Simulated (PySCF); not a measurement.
H₆HfN₂S₂, multiplicity 1. Atoms are numbered in the order given.

```xyz
11

Hf     0.0000     0.0000     0.1920
N      0.0338    -1.6178     1.3996
H      0.5078    -1.6618     2.3000
H     -0.4572    -2.4972     1.2496
N     -0.0338     1.6178     1.3996
H      0.4572     2.4972     1.2496
H     -0.5078     1.6618     2.3000
S     -2.0111    -0.0736    -1.2341
H     -2.6855     0.8496    -0.5117
S      2.0111     0.0736    -1.2341
H      2.6855    -0.8496    -0.5117
```
Charge 0, spin multiplicity 1.

Geometry: PBE0-D3(BJ)/def2-SVP. The spin state was assumed, not searched. The def2 effective core potentials stand for the cores of Hf; spin–orbit coupling is left out. The values are those of a single conformer.

Calculation: PBE/def2-TZVP run with PySCF.

Symmetry labels are those of the subgroup C2 that the program uses (full group C2).

**Question.** List the valence orbital energies around the gap with their symmetry. (The exact figures need the calculation; the answer reports its results.)

**Answer.** 
```csv
orbital,symmetry,energy (eV)
HOMO−7,A,-9.41
HOMO−6,B,-9.18
HOMO−5,A,-7.23
HOMO−4,B,-6.82
HOMO−3,A,-6.76
HOMO−2,B,-6.24
HOMO−1,A,-6.22
HOMO,B,-6.00
LUMO,A,-1.74
LUMO+1,A,-1.69
LUMO+2,B,-0.96
LUMO+3,A,-0.90
```
